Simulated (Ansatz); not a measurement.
A nudged elastic band was laid between two geometries of AlH8N3 (12 atoms, charge 0, multiplicity 1).

All numbers below come from RKS PBE-D4/def2-SVP in Ansatz.

```json
{"movable images": "5", "climbing image": "yes", "spring": "5.0 eV/Å²", "optimiser": "quadratic models (default)", "start path": "through a guess of the saddle point", "force threshold": "0.05 eV/Å", "iteration limit": "60", "end points": "relaxed"}
```

First end point:

```xyz
12
Properties=species:S:1:pos:R:3
Al 0.080 -0.027 0.677
H 0.862 -0.833 1.840
N 0.646 1.656 0.202
N -1.711 -0.335 0.403
H 1.424 -1.781 -0.983
N 0.757 -1.000 -1.037
H 1.475 2.060 0.648
H -0.033 2.417 0.094
H -2.360 0.451 0.297
H -2.196 -1.045 0.961
H 1.164 -0.242 -1.606
H -0.109 -1.320 -1.497
```

Last end point:

```xyz
12
Properties=species:S:1:pos:R:3
Al -0.307 0.490 -0.186
H 1.625 -2.647 1.210
N 0.353 2.114 0.163
N -1.882 -0.021 0.484
H 1.367 -2.167 0.659
N 0.631 -0.655 -1.203
H 1.070 2.590 -0.385
H 0.068 2.707 0.945
H -2.606 0.607 0.835
H -2.181 -0.991 0.598
H 1.620 -0.559 -1.437
H 0.242 -1.468 -1.684
```

Task: What changes between the two ends?

Result: Bonds broken: Al1–H2, H5–N6. Bonds formed: H2–H5. AlH8N3 becomes AlH6N3 + H2.

Task: Give the energies along the band, and the barrier.

Result: The run converged. The highest image is number 3 of 0 to 6, 1.06 eV above the first end and 0.62 eV above the last; the last end lies 0.44 eV above the first. A vibrational analysis at the climbing image gives one clearly imaginary mode, 1006i cm⁻¹: a first-order saddle point. The orbitals stay closed-shell, which can raise the energy where a bond breaks towards radicals; this wasn't checked here.

```csv
image,path coordinate (Å),energy (eV),Al1–H2 (Å),H5–N6 (Å),H2–H5 (Å)
0,0.00,0.00,1.62,1.03,3.03
1,0.94,0.00,1.62,1.03,2.83
2,1.88,0.17,1.64,1.03,2.11
3,2.82,1.06,1.87,1.41,1.02
4,3.80,0.53,2.63,2.27,0.78
5,4.78,0.45,3.39,2.49,0.78
6,5.75,0.44,3.94,2.51,0.77
```

Task: What is the geometry of the highest image?

Result: 
```xyz
12
Properties=species:S:1:pos:R:3
Al -0.102 0.127 0.181
H 0.782 -1.219 1.134
N 0.537 1.799 0.297
N -1.816 -0.283 0.527
H 0.981 -1.373 0.142
N 0.794 -0.897 -1.175
H 1.340 2.157 -0.223
H 0.304 2.447 1.053
H -2.589 0.370 0.377
H -2.119 -1.035 1.147
H 1.637 -0.581 -1.669
H 0.250 -1.512 -1.792
```

Task: What are the harmonic wavenumbers there?

Result: 1006i, 151, 176, 205, 243, 258, 278, 302, 331, 466, 559, 568, 632, 656, 688, 760, 859, 866, 1421, 1447, 1471, 1477, 1740, 1759, 3437, 3503, 3507, 3543, 3593, 3598 cm⁻¹.

The band took 11 iterations and about 2.3 core-minutes.

Run time: 73 s on 2 threads of Intel(R) Xeon(R) Platinum 8375C CPU @ 2.90GHz (Ice Lake), with other jobs on the host, peak memory 0.2 GiB.
